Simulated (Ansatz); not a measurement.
Calculated with Ansatz (gas phase, PBE0-D4/def2-TZVP geometries, no zero-point term in ΔE). CCSD(T)/CBS adds triple-zeta CCSD(T) − MP2 to the extrapolated MP2 energy (def2 sets, frozen cores). Functionals use def2-TZVPP. For Sc outer-core shells are correlated without core-valence functions, which leaves a few kJ/mol of doubt a bond. Scalar relativity is left out up to krypton. One conformer a species, not always the lowest.

Reaction (formal exchange of groups at a C–O bond): `C[O][Sc]([NH2])[OH]` + `OBSCO` → `CB(O)SCO` + `[NH2][Sc]([OH])[OH]`

`C[O][Sc]([NH2])[OH]`:

Cartesian coordinates in Å:
```
C -0.878 1.751 -1.279
O -0.341 0.705 -0.549
Sc 0.489 -0.761 0.262
N 0.038 -1.084 2.173
O 1.699 -1.948 -0.545
H -0.595 2.719 -0.847
H -0.531 1.735 -2.320
H -1.974 1.701 -1.290
H -0.593 -0.537 2.744
H 0.399 -1.832 2.752
H 2.288 -2.449 -1.100
```

`OBSCO`:

Z-matrix (Å, degrees):
```
C
O 1 1.393
S 1 1.829 2 114.0
H 1 1.088 2 107.2 3 -120.0
H 1 1.095 2 112.5 3 119.5
H 2 0.961 1 108.7 3 -57.5
B 3 1.797 1 102.6 2 -82.9
O 7 1.354 3 120.9 1 -4.2
H 7 1.198 3 116.8 1 177.1
H 8 0.960 7 113.1 3 -179.1
```

`CB(O)SCO`:

Cartesian coordinates in Å:
```
C 0.754 1.306 0.278
B -0.707 0.802 0.548
O -1.517 1.584 1.313
S -1.412 -0.743 -0.110
C -0.022 -1.497 -1.017
O 0.750 -2.371 -0.257
H 1.519 0.532 0.383
H 1.003 2.126 0.955
H 0.838 1.688 -0.745
H -2.408 1.243 1.430
H -0.470 -2.087 -1.816
H 0.566 -0.689 -1.460
H 1.105 -1.893 0.498
```

`[NH2][Sc]([OH])[OH]`:

```xyz
8

N     0.627    1.482   -0.374
Sc   -0.127   -0.300    0.076
O    -1.781   -0.723   -0.698
O     0.896   -1.369    1.227
H     0.203    2.175   -0.977
H     1.504    1.861   -0.042
H    -2.603   -1.095   -1.002
H     1.281   -2.032    1.791
```

```json
{"level": "B2PLYP", "ΔE (kcal/mol)": "-21.3"}
{"level": "HF/def2-TZVPP", "ΔE (kcal/mol)": "-18.7"}
{"level": "CCSD/def2-TZVPP", "ΔE (kcal/mol)": "-22.3"}
{"level": "HF/CBS(def2)", "ΔE (kcal/mol)": "-18.4"}
```

Q: What does CCSD(T)/CBS give? (Estimate.)

A: The calculation gave: -23.2 kcal/mol. The listed levels differ from it by 1.9, 4.5, 0.9, 4.8 kcal/mol.

Largest T1 diagnostic among the species: 0.016.

In def2-TZVPP, CCSD(T) changes the Hartree–Fock value by −3.8 kcal/mol (the triples alone add −0.3 kcal/mol) and MP2 by −5.4 kcal/mol. The D4 term adds −1.2 kcal/mol with B3LYP and −0.6 kcal/mol with PBE0; it sums over pairs of atoms, weighted by their polarisabilities, and B3LYP, whose exchange is more repulsive, gets the larger term.

B3LYP here is the variant with VWN-RPA as its local correlation; programs differ in this.
